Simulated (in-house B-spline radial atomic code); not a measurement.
Orbital energies and mean radii along the 13-electron series, configuration [Ne] 3s2 3p1. The effective charge is n√(-2ε), a non-relativistic measure. Computed with an all-electron radial atomic-structure program (B-spline basis): Dirac-Hartree-Fock, average of the configuration, finite nuclei.

```csv
ion,Z,energy of 3s1/2 (Eh),mean radius of 3s1/2 (bohr),energy of 2s1/2 (Eh),mean radius of 2s1/2 (bohr),effective charge of 3s1/2
Ga18+,31,-26.54,0.5476,-74.414,0.21356,21.857
Ge19+,32,-29.096,0.52527,-80.789,0.20585,22.885
As20+,33,?,?,?,?,?
Se21+,34,-34.562,0.48556,-94.355,0.19192,24.942
Br22+,35,-37.474,0.46783,-101.55,0.1856,25.972
Kr23+,36,-40.505,0.45131,-109.02,0.17967,27.002
Rb24+,37,?,?,?,?,?
Sr25+,38,-46.927,0.42145,-124.8,0.1688,29.064
```

Question: Fill in the row of As20+.

Answer: energy of 3s1/2 (Eh): -31.77; mean radius of 3s1/2 (bohr): 0.50465; energy of 2s1/2 (Eh): -87.435; mean radius of 2s1/2 (bohr): 0.19865; effective charge of 3s1/2: 23.914.

Question: Fill in the row of Rb24+.

Answer: energy of 3s1/2 (Eh): -43.656; mean radius of 3s1/2 (bohr): 0.43589; energy of 2s1/2 (Eh): -116.77; mean radius of 2s1/2 (bohr): 0.17407; effective charge of 3s1/2: 28.032.

Question: How does the screening of 3s1/2 change?

Answer: Z less the effective charge goes from 9.14 at Z = 31 to 8.94 at Z = 38.
